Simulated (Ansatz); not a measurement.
Consider the ligand exchange at the Si–N bond: `C[Si@H](O)N[Si@@H](O)F` + `N[SiH3]` → `O[SiH](F)N[SiH3]` + `C[SiH](N)O`.

Computed with Ansatz on PBE0-D4/def2-TZVP structures; ΔE is electronic, products minus reactants. CBS: MP2 limit from def2 TZ/QZ plus the TZ coupled-cluster correction, frozen cores. This one scheme is used for every species. Functionals use def2-TZVPP. B3LYP here is the variant with VWN-RPA as its local correlation; programs differ in this. One conformer a species, not always the lowest.

`C[Si@H](O)N[Si@@H](O)F`:

Cartesian coordinates in Å:
```
C -1.969 1.609 -0.113
Si -0.550 0.586 0.497
O 0.650 1.622 0.934
N -0.038 -0.496 -0.769
Si 1.203 -1.635 -0.628
O 2.113 -1.113 0.636
F 0.708 -3.108 -0.257
H -2.288 2.312 0.659
H -1.680 2.189 -0.994
H -2.823 0.981 -0.374
H -0.923 -0.254 1.665
H 1.479 1.190 1.159
H -0.398 -0.316 -1.695
H 1.962 -1.790 -1.885
H 2.555 -1.778 1.167
```

`N[SiH3]`:

Z-matrix (Å, degrees):
```
Si
N 1 1.720
H 1 1.486 2 107.9
H 1 1.494 2 116.0 3 -120.3
H 1 1.486 2 107.9 3 119.4
H 2 1.007 1 119.6 3 -168.6
H 2 1.007 1 119.6 3 49.2
```

`O[SiH](F)N[SiH3]`:

Z-matrix (Å, degrees):
```
Si
F 1 1.597
N 1 1.705 2 103.7
O 1 1.628 2 111.6 3 122.1
H 1 1.472 2 108.1 3 -123.2
Si 3 1.737 1 128.4 2 -10.9
H 3 1.010 1 116.4 2 172.6
H 4 0.959 1 118.2 2 -67.5
H 6 1.486 3 112.2 1 73.5
H 6 1.484 3 111.0 1 -47.7
H 6 1.486 3 106.9 1 -167.4
```

`C[SiH](N)O`:

```xyz
11

C    -1.166    0.014   -0.879
Si    0.368    0.479    0.069
N     1.197   -0.983    0.417
O     0.050    1.288    1.470
H    -1.778    0.899   -1.063
H    -0.914   -0.425   -1.848
H    -1.773   -0.708   -0.326
H     1.171    1.472   -0.693
H     2.129   -0.983    0.799
H     1.025   -1.810   -0.131
H    -0.309    0.757    2.184
```

Question: Is it downhill or uphill in electronic energy at CCSD(T)/CBS, and by how much? (Best estimate.)

Answer: Computed: Uphill: ΔE = +6.4 kJ/mol.

Question: What do these levels give: r2SCAN-D4, PBE0-D4, B3LYP-D4, ωB97X-V, ωB97M-V, PBE, B3LYP, HF/def2-TZVPP, MP2/def2-TZVPP, CCSD/def2-TZVPP, HF/def2-QZVPP, HF/CBS(def2)? (An estimate is asked.)

Answer: Ansatz gave: r2SCAN-D4 8.3, PBE0-D4 8.3, B3LYP-D4 8.1, ωB97X-V 8.1, ωB97M-V 8.5, PBE 5.9, B3LYP 4.7, HF/def2-TZVPP 3.5, MP2/def2-TZVPP 7.6, CCSD/def2-TZVPP 6.9, HF/def2-QZVPP 3.0, HF/CBS(def2) 3.0 kJ/mol.

Largest T1 diagnostic among the species: 0.011.

In def2-TZVPP, CCSD(T) changes the Hartree–Fock value by +4.1 kJ/mol (the triples alone add +0.8 kJ/mol) and MP2 by +4.1 kJ/mol. The D4 term adds +3.5 kJ/mol with B3LYP and +2.1 kJ/mol with PBE0; it sums over pairs of atoms, weighted by their polarisabilities, and B3LYP, whose exchange is more repulsive, gets the larger term.
